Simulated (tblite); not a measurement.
Species: C5H5F3Si.
SMILES with atom numbers: `[CH:1]#[C:2]/[CH:3]=[C:4](/[CH3:5])[Si:6]([F:7])([F:8])[F:9]` (hydrogens: H10 on C1; H11 on C3; H12, H13, H14 on C5)

The geometry is computed with GFN2-xTB (gas phase).

(1) What internal coordinates does the optimisation give?

## Answers

(1) 
```
                  bond  length (Å)   order
                 C1≡C2       1.202  triple
                 C2–C3       1.406  single
                 C3=C4       1.343  double
                 C4–C5       1.501  single
                C4–Si6       1.867  single
Si6–F7, Si6–F8, Si6–F9       1.589  single
                C1–H10       1.049  single
                C3–H11       1.084  single
C5–H12, C5–H13, C5–H14       1.089  single
```

Bonds in one row agree within 0.01 Å and their mean is given. Orders are formal, as drawn. A selection of angles:
```
     angle  degrees
 C2–C1–H10    179.9
  C1–C2–C3    179.2
  C2–C3–C4    123.6
 C2–C3–H11    115.6
 C4–C3–H11    120.7
  C3–C4–C5    120.7
 C3–C4–Si6    121.5
 C5–C4–Si6    117.8
 C4–C5–H12    110.3
 C4–C5–H14    111.1
H12–C5–H13    107.2
H12–C5–H14    108.9
 C4–Si6–F7    115.9
 C4–Si6–F9    111.5
 F7–Si6–F8    103.9
```

Dihedral angles: C2–C3–C4–C5 180° (antiperiplanar); C3–C4–Si6–F7 61° (synclinal).

The C–C distances run from 1.202 Å (C1≡C2, drawn triple) to 1.501 Å (C4–C5, drawn single), a spread of 0.299 Å. Of the pairs four or more bonds apart, H11···H14 is among the closest relative to their van der Waals radii: 2.33 Å, 97 % of the sum of Bondi's values. All 3 F–Si bonds measure 1.589 to 1.590 Å. Si6 (fluorine-bound silicon) is distorted tetrahedral (angles from 103.9° to 115.9°).

Point group: Cs (tolerance 0.08 Å). Its lowest GFN2-xTB frequency is 13 cm⁻¹, too small to tell a flat minimum from a shallow saddle.
